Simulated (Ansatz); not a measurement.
Two structures of AlSiH$_{7}$O$_{3}$F, doublet, reached by relaxing down either side of one saddle point (PBE0-D4/def2-TZVP). Energies are electronic, without zero-point energy. Ansatz 0.2.0; basis: def2-TZVPP and def2-QZVPP; cores frozen in the correlated methods; orbitals are unrestricted. Extrapolation: Hartree–Fock as exp(−7.88 √X), correlation as X^−2.97. First:

```
atom    x (Å)    y (Å)    z (Å)
 Al1  -1.6090   0.5240  -0.3876
  O2  -0.1993  -0.5275  -0.3440
 Si3   0.2269  -2.0179  -0.8718
  F4  -2.7295   0.2434   0.8258
  H5   0.1797   1.9060   0.6548
  O6  -0.8006   2.0633   0.4547
  H7   1.1800   0.3637   0.3990
  O8   1.5518   1.1740   0.8117
  H9  -0.2003  -3.0722   0.0847
 H10  -0.3662  -2.3105  -2.2042
 H11   1.7116  -2.0590  -0.9892
 H12  -1.2603   2.2784   1.2752
 H13   2.3152   1.4343   0.2909
```

Second:

| atom | x (Å) | y (Å) | z (Å) |
| --- | --- | --- | --- |
| Al1 | -1.5369 | 0.7661 | -0.3987 |
| O2 | 0.0799 | -0.2294 | -0.6464 |
| Si3 | 0.1473 | -1.9142 | -0.7755 |
| F4 | -2.4866 | -0.5413 | 0.0546 |
| H5 | 0.7876 | 1.5760 | 1.0616 |
| O6 | -0.8814 | 1.7749 | 0.8883 |
| H7 | 0.8486 | 0.2350 | -0.1532 |
| O8 | 1.6283 | 1.1066 | 0.8173 |
| H9 | -0.1639 | -2.5498 | 0.5218 |
| H10 | -0.8158 | -2.2944 | -1.8271 |
| H11 | 1.5369 | -2.2343 | -1.1823 |
| H12 | -1.3706 | 2.5413 | 1.1858 |
| H13 | 2.2266 | 1.7634 | 0.4537 |

Q: Which bonds change from the first to the second?

A: AlSiH₃OF ([F][Al][O][SiH3]) + H₂O + H₂O → AlHOF ([OH][Al][F]) + SiH₄O ([OH][SiH3]) + H₂O (still joined by a long Al–O bond); bonds formed: O2–H7, H5–O8; dative contacts that become bonds: Al1–O6; bonds broken: H5–O6, H7–O8; bonds weakened to dative contacts: Al1–O2.

Q: Give the saddle point's structure and its height above each. (Judge from chemistry; the value comes from the calculation.)

A: Computed: 9.59 kcal/mol above the first and 5.53 kcal/mol above the second (CCSD(T) at an estimated basis limit (MP2 extrapolated from triple and quadruple zeta, plus CCSD(T) − MP2 in triple zeta)).
```xyz
13
angstrom
Al -1.4880 0.6864 -0.4485
O 0.0302 -0.3737 -0.4125
Si 0.2551 -1.9620 -0.8422
F -2.6500 -0.0715 0.4875
H 0.5023 1.6797 0.8719
O -0.7504 2.0336 0.5198
H 0.8859 0.2473 0.2424
O 1.4042 1.0582 0.9048
H 0.0894 -2.8490 0.3350
H -0.7321 -2.3129 -1.8906
H 1.6371 -2.1023 -1.3701
H -1.3017 2.4710 1.1711
H 2.1182 1.4952 0.4313
```

T1 diagnostic: at most 0.013. ⟨S²⟩ of the unrestricted Hartree–Fock references: 0.75 (a pure state has 0.75).

Labels in which every atom is bracketed show which atoms are joined, not bond orders.

For scale, one of the runs: CCSD(T)/def2-TZVPP, 306 basis functions, launched by `ansatz run in.yaml --threads 4 --pin off --events-out ev --progress --plain --max-ram 66560MiB --backend cuda --devices 0, --max-vram 37GiB`. Time: 23 s of wall clock on 4 CPU threads of an AMD EPYC 7R13 and a share of one NVIDIA H100; the host was shared. Peak host memory: 1.3 GiB.
